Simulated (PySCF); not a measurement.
Computed shifts of a molecule C3H8O2Si, KT2/pcSseg-1 (PySCF), GIAO, gas phase, equivalent atoms averaged, in ppm (number of nuclei): ¹³C: 194.1 (1), 44.6 (1), 11.6 (1). ²⁹Si: -15.2 (1). ¹H: 9.91 (1), 5.39 (1), 5.28 (1), 2.79 (1), 1.82 (3), 0.77 (1). References: ¹³C against TMS (σ = 185.1 ppm); ¹⁷O against H2O (σ = 330.4 ppm); ²⁹Si against TMS (σ = 361.9 ppm); ¹H against TMS (σ = 31.47 ppm), references at their B3LYP-D3(BJ)/def2-TZVP geometries, non-relativistic. Coordinates come from a B3LYP-D3(BJ)/def2-SVP optimisation. One conformer was computed; it need not be the lowest.

Which structure fits?
A. C[C@H]([SiH3])C(=O)O
B. C[C@@H](C=O)[SiH2]O
C. C=C[Si@@H](O)OC
D. OC[C@@H]1C[SiH2]O1

B, C[C@@H](C=O)[SiH2]O
